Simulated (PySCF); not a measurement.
# Working out the ionisation energy of Sr

Sr [Kr] 5s2 (1S) → Sr⁺ [Kr] 5s1 (2S). All numbers are calculated (PySCF 2.14, scalar relativity by spin-free X2C-1e, in aug-cc-pwCVTZ-X2C with one added diffuse shell each of s, p, d, f type (11s10p8d4f, 109 functions)). Frozen: [Ar] 3d10. Energies in hartree (1 hartree = 27.21139 eV):

```json
{"part": "UHF", "Sr (lower)": "-3177.353593", "Sr⁺ (upper)": "-3177.179258"}
{"part": "MP2 opposite-spin", "Sr (lower)": "-0.167379", "Sr⁺ (upper)": "-0.142260"}
{"part": "MP2 same-spin", "Sr (lower)": "-0.058935", "Sr⁺ (upper)": "-0.053422"}
```

**Question.** What does Hartree-Fock give?

**Answer.** (-3177.179258) − (-3177.353593) = 0.174335 hartree = 4.744 eV.

**Question.** What do MP2 and SCS-MP2 (6/5 opposite-spin, 1/3 same-spin) give?

**Answer.** The opposite-spin parts differ by 0.684 eV and the same-spin parts by 0.150 eV. MP2: 4.744 + (0.684) + (0.150) = 5.578 eV. SCS-MP2: 4.744 + 1.2 × (0.684) + (0.150)/3 = 5.615 eV.

Measured between the centres of the two terms (NIST): 5.695 eV, so MP2 (valence and next inner shell) is off by -0.117 eV.

What remains against the reference includes basis incompleteness, the frozen core and correlation beyond second order.
